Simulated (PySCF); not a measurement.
AlFH4O3Si.

```xyz
10

Si     1.9479    -0.0260    -0.2798
F      2.4488     0.3041     1.2333
O      0.3328     0.2065    -0.3664
Al    -1.3343    -0.0488    -0.1403
O     -1.8946    -1.6470    -0.0295
O     -2.4275     1.2490    -0.0540
H      2.3067    -1.4355    -0.5605
H      2.6382     0.9182    -1.1879
H     -2.8256    -1.8647     0.0943
H     -2.1686     2.1760    -0.1049
```

Coordinates come from a TPSSh-D3(BJ)/def2-SVP optimisation. The structure was generated by enumeration; whether it is a known compound was not checked. One conformer was computed; it need not be the lowest.

The numbers are results of PBE0/pcSseg-1 (PySCF), not measurements. Non-relativistic, no solvent.

Computed absolute GIAO shielding of each atom: isotropic value and principal components (ppm):
```csv
atom,σ(iso),σ11,σ22,σ33,span
Si1,380.8,365.3,385.4,391.8,26.5
F2,331.8,239.0,351.2,405.3,166.3
O3,275.9,213.2,303.1,311.3,98.1
Al4,481.4,413.6,493.1,537.4,123.8
O5,330.0,312.8,314.2,363.0,50.2
O6,324.9,303.4,307.2,364.0,60.5
H7,26.3,22.8,24.4,31.6,8.8
H8,26.4,23.0,24.2,32.0,9.1
H9,29.8,21.5,23.7,44.2,22.7
H10,29.7,21.5,23.8,43.8,22.3
```
